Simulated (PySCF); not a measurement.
## From PBE0/def2-SVP to PBE0/6-31G: the mean 1H shielding of 8 molecules

Settings: PySCF, density fitting, no solvent, no relativity; the PBE0-D3(BJ)/def2-SVP geometry of a molecule is the same in every run. Shieldings use GIAOs. All basis functions are spherical. Basis functions per molecule: 123–168 in def2-SVP, 72–102 in 6-31G.

Mean 1H shielding (ppm):

```
                              molecule  PBE0/def2-SVP  PBE0/6-31G
[SiH2]1[SiH2][SiH2][SiH2][SiH2][SiH2]1          27.72       29.39
                            CCCNC(C)=O          29.60       30.57
                    F[C@@H]1CN[SiH2]C1          28.55       29.74
                        CC(C)(C)C(N)=O          29.82       30.83
                       C=CC(=C)C[SiH3]          27.15       28.26
                            CCCCC(N)=O          29.67       30.66
                        C=CC1C[SiH2]C1          27.97           ?
                    C[C@@H]1S[C@@H]1CF          28.85       29.73
```

Question: Predict the missing value of `C=CC1C[SiH2]C1` from the other molecules.

Answer: The basis change moves the other 7 molecules by +1.12 ppm on average (standard deviation 0.26), which puts `C=CC1C[SiH2]C1` at 27.97 + 1.12 = 29.09 ppm. A straight line through the pairs, y = 0.851x + 5.41, gives 29.21 ppm. The run gave 29.02 ppm: the mean change misses by 0.07, the line by 0.19 ppm.

Question: Which of the two rules would one have trusted beforehand?

Answer: Leaving out each listed molecule in turn and predicting it from the rest, the mean change misses by 0.209 ppm on average and the line by 0.222; so neither has a clear lead.

Question: How even is the effect, and which conclusions about the order would change?

Answer: Among the 7 molecules with both values given it runs from +0.88 ppm for `C[C@@H]1S[C@@H]1CF` to +1.67 ppm for `[SiH2]1[SiH2][SiH2][SiH2][SiH2][SiH2]1`; `C=CC1C[SiH2]C1` moves by +1.05 ppm, inside this range. The change is of one sign for all of them. Of the 21 pairs among the 7, 1 changes order, the widest-spaced at PBE0/def2-SVP being `F[C@@H]1CN[SiH2]C1` and `C[C@@H]1S[C@@H]1CF`, 0.30 ppm apart there.

The figures describe these molecules alone; neither level is taken as the truth.
